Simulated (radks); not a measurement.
Au58+, configuration [Ar] 3d3.

All-electron calculation, Dirac Kohn-Sham, LB94 model potential, spin-unpolarised, spherical densities, finite nucleus; open shells fill j = l - 1/2 first; Fermi nuclear charge, rms radius 5.4371 fm. Program: a radial shooting solver on a logarithmic mesh with Libxc functionals.

Energy parts (eV):
part                  energy
kinetic            502967.09
electron-nucleus  -978822.32
Hartree             54365.77
(The LB94 potential has no energy functional, so no total or exchange-correlation energy is given.)

Orbitals (lengths in bohr, moments of r in powers of bohr; r(max) is where P^2 peaks; r(90%) holds 90 % of the orbital's charge):
orbital  occ.  eigenvalue (eV)  <1/r>  r(90%)   r(max)
1s1/2       2        -85023.09  95.78  0.0308  0.01041
2s1/2       2        -18338.69  23.70   0.109  0.06018
2p1/2       2        -17797.99  23.66  0.0957  0.04426
2p3/2       4        -15927.74  19.29   0.107  0.05160
3s1/2       2        -6983.438  9.182   0.255   0.1647
3p1/2       2        -6765.476  9.123   0.245   0.1529
3p3/2       4        -6298.381  7.951   0.263   0.1665
3d3/2       3        -5978.801  7.848   0.233   0.1274
3d5/2       0        -5872.259  7.581   0.238   0.1311
4s1/2       0        -3642.851  4.736   0.468   0.3340
4p1/2       0        -3549.966  4.694   0.463   0.3260
4p3/2       0        -3371.626  4.253   0.487   0.3458

The highest occupied level is 3d3/2 at -5978.8 eV. The electron density at the nucleus is 2.136e+06 e/bohr^3. The density falls to 0.001 e/bohr^3 at r = 0.56 bohr. For comparison, the ionisation energy in NIST's Atomic Spectra Database is 5994 eV (theoretical). In exact Kohn-Sham theory the highest level is minus the ionisation energy, but local and semilocal functionals leave it too shallow, through self-interaction and a potential that decays too fast; potentials with the right tail come closer. Summed over all electrons, <r^2> = 0.3992 bohr^2, which gives a Langevin (diamagnetic) susceptibility term of -0.316 x 10^-6 cm^3/mol.

Beside tabulated values, note that spin-unpolarised runs miss the spin-polarisation part of the exchange energy of open shells.
